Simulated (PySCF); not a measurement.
C₅H₁₀NOSi (doublet state).
Z-matrix (Å and degrees, GFN2-xTB geometry), rows numbered from 1:
```
C 
C   1  1.5297
C   2  1.5386  1  110.41
C   3  1.4804  2  108.78  1   -93.45
Si  4  1.8478  3  112.28  2   -18.72
N   2  1.4446  1  109.94  3  -118.04
C   6  1.3315  2  123.58  1   -79.90
O   7  1.2103  6  122.81  2   174.95
H   1  1.0877  2  110.26  3   174.44
H   1  1.0875  2  110.56  3   -65.32
H   1  1.0877  2  109.42  3    55.08
H   2  1.0977  1  109.05  3   122.20
H   3  1.0941  2  110.80  1    30.02
H   3  1.0985  2  109.59  1   146.98
H   4  1.0757  3  118.56  2   166.00
H   5  1.4637  4  116.18  3   116.55
H   5  1.4606  4  116.61  3  -106.38
H   7  1.1084  6  114.89  2    -5.74
```

The hyperfine couplings belong to this conformer and change with its torsions.

The species is `C[C@@H]1C[CH][SiH2]N1C=O` [radical].

Theory: UKS B3LYP, pcH-1 on C H N O Si, non-relativistic, mean-field spin-orbit, GIAO in PySCF 2.14.0. One conformer (not necessarily the lowest) at the GFN2-xTB geometry, without solvent, vibrations or thermal averaging. Couplings are sensitive to structure, and on GFN2-xTB geometries they can be far from those on DFT ones. Stability of the SCF solution: not tested.

The Mulliken spin populations are largest on C4 (+1.00), C3 (-0.09) and H14 (+0.06). No atom but C4 exceeds +0.15. The positive populations add up to 1.16 and the negative ones to -0.16, together 2S = 1. The angles at C4 add up to 359.8°, so it is planar; its axial dipolar tensor and the negative coupling of its proton fit spin in a p orbital normal to that plane.

(1) McConnell's relation a(H) = Q·ρ ties the coupling of a proton on a planar π carbon to the spin population of that carbon. What Q do the computed values give?

(2) List the C–H protons on four-coordinate carbons next to a three-coordinate spin centre, with their couplings and θ (C–H bond against the normal to the plane of the centre's neighbours, projected along the bond that joins the two).

Answers

(1) 
| H | C | ρ(C) | a(H) (G) | a/ρ (G) |
| --- | --- | --- | --- | --- |
| H15 | C4 | +1.000 | -20.30 | -20.3 |

One proton gives one ratio, Q = -20.3 G, and no test of linearity. In McConnell's picture π spin on carbon polarises the C–H bond and leaves opposite spin at the proton, which makes Q negative, as found here.

(2) 
| β H | on | centre | θ (°) | cos²θ | a (G) |
| --- | --- | --- | --- | --- | --- |
| H13 | C3 | C4 | 50 | 0.42 | +25.91 |
| H14 | C3 | C4 | 13 | 0.95 | +56.53 |

Couplings in gauss use g_iso = 2.0028.

Time: 1.7 min of wall time (with the writing of density and orbital grids); peak memory 0.97 GiB. Hardware: Arm Neoverse V2, one thread, on a shared host.
